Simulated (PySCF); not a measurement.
Compound: C6H13NOSi.
Atom-mapped SMILES: `[CH3:1][C:2](=[O:3])[N:4]([CH3:5])[SiH2:6][CH:7]1[CH2:8][CH2:9]1`

Geometry (GFN2-xTB, Å), atoms numbered from 1 in this order:
```
atom  x, y, z in Å
C1    -3.0283    0.7638    0.2647
C2    -1.6777    0.1922    0.5829
O3    -1.1238    0.3244    1.6716
N4    -1.0053   -0.5046   -0.3354
C5    -1.4996   -0.7904   -1.6525
Si6    0.5163   -1.0188    0.4265
C7     1.6938    0.4063    0.7476
C8     3.1675    0.1144    0.7860
C9     2.6005    0.8938   -0.3506
H10   -3.4190    1.2771    1.1386
H11   -2.9480    1.4653   -0.5640
H12   -3.7111   -0.0324   -0.0262
H13   -0.7648   -1.3995   -2.1720
H14   -1.6609    0.1283   -2.2226
H15   -2.4418   -1.3430   -1.6082
H16    0.2481   -1.8968    1.5575
H17    1.0709   -1.8221   -0.6822
H18    1.3560    1.1628    1.4427
H19    3.4878   -0.8991    0.5978
H20    3.7737    0.6317    1.5146
H21    2.5417    0.4146   -1.3165
H22    2.8134    1.9516   -0.4054
```

NICS = −σ at a ghost point: NICS(0) at the centroid of the ring atoms, NICS(1) 1 Å to either side along the normal of their mean plane, zz for the tensor component along that normal. Level: GIAO PBE0/pcSseg-1 (PySCF, non-relativistic, gas phase) on the GFN2-xTB geometry, one conformer.

Ring bond lengths (Å), with Mayer bond orders in brackets: C7–C8 1.503 (0.95), C8–C9 1.490 (0.98), C9–C7 1.505 (0.95).

Q: What do the NICS probes read (ppm)?

A: 
```csv
ring,type,NICS(0),"NICS(1), two faces","NICS(1)zz, two faces",rms pucker (Å),"centre to ring atoms, mean (Å)"
C7–C8–C9,3-membered carbocycle; formal bonds all single,-45.5,-9.3 / -8.6,-23.9 / -24.4,0.00,0.87
```

Q: What can be read from them?

A: 
- C7–C8–C9: mean NICS(1)zz -24.1 ppm, shielded. C7, C8, C9 have four or more neighbours, and the NICS criterion for π rings isn't applied. NICS(0) lies 36 ppm below the mean NICS(1).

Q: At the second NICS(1) probe listed for ring C7–C8–C9, 1 Å off the ring, what do the in-plane components average?

A: The isotropic value is a third of the trace: (3 × -8.6 − (-24.4))/2 = -0.7 ppm.

Q: List the ring angles and the Hirshfeld charges of the ring atoms.

A: 
- C7–C8–C9: C7 59.4° (-0.137 e), C8 60.4° (-0.088 e), C9 60.2° (-0.090 e); sum 180.0° against 180° for a flat convex ring.

Q: What are the shieldings of the ring atoms and their hydrogens in the same run (means over atoms taken as equivalent)?

A: 
| atoms | environment | σ isotropic (ppm) |
| --- | --- | --- |
| C7 | sp3 carbon bound to silicon | 190.7 |
| C8 (×2) | three-membered-ring carbon | 184.5 |
| H18 | methine hydrogen | 31.26 |
| H19 (×2) | methylene hydrogen | 31.65 |
| H20 (×2) | methylene hydrogen | 31.19 |

Time: 1.9 min wall; peak memory 1.1 GiB. Hardware: an AMD EPYC with one thread, shared host with 64 logical CPUs at a one-minute load of 53. This is the whole shielding run at PBE0/pcSseg-1, SCF included.
